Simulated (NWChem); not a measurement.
# CHCl2F; SMILES FC(Cl)Cl

Results from NWChem. Medium grid unless said otherwise, to which SCAN and Minnesota functionals are sensitive. Geometry: optimised at PBE0/def2-SVP. Hybrids' shares of exact exchange are those that their runs print; pure functionals count as 0. The functionals differ in more than this share.

| row | share of exact exchange | highest occupied level (eV) |
|---|---|---|
| LDA (Slater exchange, VWN5)/def2-TZVPD | 0.00 | -7.89 |
| PBE/def2-TZVPD | 0.00 | -7.75 |
| B3LYP/def2-TZVPD | 0.20 | -8.92 |
| PBE0/def2-TZVPD | 0.25 | -9.19 |
| M06-2X/def2-TZVPD | 0.54 | withheld |
| Hartree-Fock/def2-TZVPD | 1.00 | -12.55 |

Q: Fit a straight line of the last column on the one before it, predict the withheld value, and compare with the run.

A: 
1. Means of the 5 shown rows: x = 0.290, y = -9.260. Slope Σ(x − x̄)(y − ȳ)/Σ(x − x̄)² = -3.205/0.6820 = -4.699; intercept -7.897.
2. The shown rows scatter about the line by 0.095 (root mean square); the largest residual is +0.15, at PBE/def2-TZVPD.
3. At x = 0.54 (M06-2X/def2-TZVPD; inside the shown range) the line gives -10.43.
4. The run gives -10.55, -0.12 from the line, 1.3 times the scatter.
